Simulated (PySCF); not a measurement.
A structure optimised at B3LYP-D3(BJ)/def2-SVP, used in a PySCF frequency run:

```xyz
4

Nb     0.8071    -0.2195     0.0000
O      1.5954     0.4269     1.3740
O      1.5954     0.4269    -1.3740
Br    -1.6748     0.0620     0.0000
```
Charge 0, spin multiplicity 1.

Write its SMILES, formula and point group.

[O]=[Nb](=[O])[Br], BrNbO2, Cs

What are its rotational constants (standard atomic weights)?

7.1200, 1.3427, 1.1857 GHz
